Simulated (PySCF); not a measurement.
**Level of theory and adiabatic energies of losing or gaining an electron: dimethylaluminum chloride**

Structure: `[CH3][Al]([CH3])[Cl]` (C2H6AlCl).

All levels share the PBE0-D3(BJ)/ma-def2-SVP structures and the GFN2-xTB thermal terms; only the single-point energies (PySCF) change. Values are adiabatic energies of losing or gaining an electron (0 K, eV).

```
                      level  ionisation energy to the radical cation   time
   PBE0-D3(BJ)/ma-def2-TZVP                                     9.36      –
PBE0-D3(BJ)/jun-cc-pV(T+d)Z                                     9.36  110 s
PBE0-D3(BJ)/6-311++G(2d,2p)                                     9.40   58 s
        PBE0-D3(BJ)/6-31+G*                                     9.44   80 s
    PBE0-D3(BJ)/aug-pcseg-1                                     9.46   83 s
      PBE0-D3(BJ)/def2-SVPD                                     9.47   43 s
          PBE0-D3(BJ)/6-31G                                     9.71   12 s
```

Times are wall times for all single points of a level on 1 thread of Arm Neoverse V1, a shared host; the dash marks the run that also made the structures.

The spread: 0.36 eV, from 9.36 to 9.71.

Note: spin-orbit coupling is left out of the energies, which matters for open shells on the heavier atoms.

Differences come from unrounded values, so a last digit can differ from that of the printed terms.
